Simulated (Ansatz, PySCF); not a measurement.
C₂H₄FGa, SMILES C=[CH][GaH][F]. Atoms are numbered in the order given.

```xyz
8

Ga     0.3093    -0.4003     0.0000
H      1.8492    -0.6674     0.0000
F     -0.6951    -1.8542     0.0000
C     -0.6572     1.2894     0.0000
C     -0.0067     2.4636     0.0000
H     -1.7541     1.2936     0.0000
H     -0.5325     3.4268     0.0000
H      1.0886     2.5254     0.0000
```
Charge 0, spin multiplicity 1.

Coordinates come from a B3LYP-D3(BJ)/def2-SVP optimisation. The structure was generated by enumeration; whether it is a known compound was not checked. The values are those of a single conformer.

Vertical ionisation energy (IE) and electron affinity (EA) in eV. Rows of orbital energies are one-electron estimates. Where ΔSCF, EOM or ADC give a negative EA the extra electron is unbound and the value depends on the basis.

| level | IE | EA |
|---|---|---|
| −ε(HOMO), −ε(LUMO), B3LYP/def2-TZVP (PySCF) | 8.22 | 1.94 |
| −ε(HOMO), −ε(LUMO), PBE/def2-TZVP (PySCF) | 7.09 | 2.54 |
| ΔSCF, PBE0/def2-SVPD (Ansatz), final states of multiplicity 2 and 2 | 10.63 | 0.02 |
| ΔSCF, PBE/def2-SVPD (Ansatz), final states of multiplicity 2 and 2 | 10.24 | 0.08 |

Question: What vertical singlet–triplet gap does ΔSCF give with PBE0/def2-SVPD (Ansatz, a first-principles code) and with PBE/def2-SVPD (Ansatz)? (Estimate from the structure and the level; the computed values follow.)

Answer: 3.94 and 4.08 eV (triplet above singlet where positive).
